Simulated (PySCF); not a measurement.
Gas-phase reaction: 4 Ge(CH3)4 → 4 CH3GeH3 + 3 C4H8 (trans-2-butene)

Computed with PySCF and rigid-rotor harmonic-oscillator thermochemistry at 1 bar. † marks an energy on the PBE0/def2-TZVP geometry and frequencies. MP2 freezes the core. All species are closed-shell singlets. Ge: all electrons, no relativistic terms. MP2 isn't extrapolated to the basis-set limit; its ΔH°(298 K) is 504.5 kJ in def2-SVP and 655.5 kJ in def2-TZVPP. The harmonic model lacks anharmonicity and excited electronic states, which grow with temperature; levels with a mode under 35 cm⁻¹ are left out. Internal rotation in Ge(CH3)4, CH3GeH3, C4H8 (trans-2-butene) is treated as a harmonic vibration of one conformer, which makes the entropy rough.

| level | ΔE electronic, kJ | ΔH°(298 K), kJ | ΔS°(298 K), J/K | ΔG°(1800 K), kJ |
|---|---|---|---|---|
| BLYP/def2-TZVP† | 480 | 413 | 442 | -289 |
| MP2/def2-TZVPP† | 723 | 655 | 442 | -47 |
| PBE/def2-TZVP† | 574 | 507 | 442 | -195 |
| PBE0/def2-SVP† | 570 | 502 | 442 | -200 |
| r2SCAN/def2-TZVP† | 624 | 557 | 442 | -145 |
| LDA/def2-TZVP† | 639 | 572 | 442 | -130 |
ΔH° is lowest at BLYP/def2-TZVP† and highest at MP2/def2-TZVPP†. No reference value is set beside these.
